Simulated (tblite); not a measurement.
Species: C₆H₁₀NS (doublet state).
Geometry (GFN2-xTB, Å), atoms numbered from 1 in this order:
```
atom  x, y, z in Å
C1    -1.563   -0.860   -1.327
C2    -0.802    0.186   -0.502
C3     0.416   -0.411    0.112
C4     1.698    0.019   -0.181
C5     2.828   -0.440    0.368
N6     3.860   -1.020    0.632
C7    -1.737    0.740    0.580
S8    -0.984    2.131    1.487
H9    -2.451   -0.421   -1.777
H10   -1.869   -1.691   -0.694
H11   -0.925   -1.245   -2.118
H12   -0.512    1.013   -1.160
H13    0.274   -1.237    0.793
H14    1.826    0.844   -0.871
H15    4.435   -0.799    1.439
H16   -2.001   -0.033    1.302
H17   -2.649    1.145    0.142
H18    0.147    1.479    1.763
```

Method: GFN2-xTB as coded in tblite; computed harmonic values from a numerical Hessian at the method's own geometry, unscaled. The method is semi-empirical: single wavenumbers can be off by several per cent or more. Modes of hydrogen on sulfur can be 10 to 20 % off. One conformer, not necessarily the lowest. Open shells enter through the occupations alone, without spin polarisation, and single modes of such species can be off by tens of per cent.

Harmonic wavenumbers (cm⁻¹): 39.8, 76.1, 110.3, 121.6, 181.3, 208.8, 227.0, 267.8, 296.1, 323.2, 411.8, 447.5, 521.3, 601.9, 664.0, 721.3, 778.2, 849.7, 908.5, 919.4, 964.2, 997.5, 1063.1, 1066.0, 1087.0, 1129.9, 1165.6, 1217.3, 1232.3, 1241.8, 1294.0, 1328.2, 1404.1, 1444.5, 1463.0, 1494.8, 1498.1, 2125.3, 2392.9, 2937.7, 2969.9, 3001.9, 3026.8, 3029.1, 3033.5, 3041.6, 3084.3, 3278.1.

A = 2252, B = 895.7, C = 671.2 MHz; mass 128.053 u (most abundant isotopes); point group C1, symmetry number 1; spin multiplicity 2.

Task: Zero-point energy?

Result: Half the sum of the wavenumbers: 30844 cm⁻¹ = 88.19 kcal/mol.

Task: Give the ideal-gas entropy at 200 K and 1 bar in the rigid-rotor, harmonic-oscillator model (classical rotation).

Result: Translation 38.50, rotation 28.66, vibration 20.67, spin (R ln 2) 1.38: S = 89.2 cal/(mol K).

Task: And Cp and H(200 K) − H(0)?

Result: Cp = 29.68 cal/(mol K), of which vibrations give 21.73 (their classical limit is 48 R = 95.4); H(200 K) − H(0) = 3.85 kcal/mol without the zero-point energy, 2.26 from vibrations.

Task: How do the functions run with temperature in this model?

Result: 
```tsv
T (K)	S (cal/(mol K))	Cp (cal/(mol K))	H − H(0) (kcal/mol)	G − H(0) (kcal/mol)	ln q(vib)
50	60.9	13.5	0.51	-2.54	0.59
100	72.3	19.9	1.35	-5.88	1.87
298.15	102.7	38.7	7.20	-23.43	7.46
373.15	112.2	45.4	10.36	-31.49	9.49
500	126.9	55.3	16.77	-46.67	12.82
750	152.1	69.0	32.44	-81.64	19.00
1000	173.3	78.2	50.91	-122.39	24.66
```

q(vib) and H(0) count from the zero-point level.

Task: Blend soft modes into free rotors: weight 1/[1 + (100 cm⁻¹/ν̃)⁴] for the oscillator and the rest for a rotor with moment μB/(μ + B), μ = h/(8π²ν), B = 10⁻⁴⁴ kg m². What vibrational entropy results?

Result: 19.25 cal/(mol K) in place of 20.67, which changes −T·S at 200 K by +0.29 kcal/mol.

Task: Which modes carry the vibrational entropy at 200 K?

Result: 39.8 cm⁻¹: 4.48; 76.1 cm⁻¹: 3.21; 110.3 cm⁻¹: 2.50; 121.6 cm⁻¹: 2.32; 181.3 cm⁻¹: 1.59; 208.8 cm⁻¹: 1.36 cal/(mol K); the other 42 give 5.22 together.

Hindered rotation and anharmonicity are outside this model. Other conformers, if any are populated, would add a mixing term that is left out. The structure is chiral; the term R ln 2 for an equal mix with its mirror image is left out.

The run took 0.96 s of wall time on an Arm Neoverse N1 with one thread, no GPU (shared host). This covers the Hessian and the dipole derivatives.
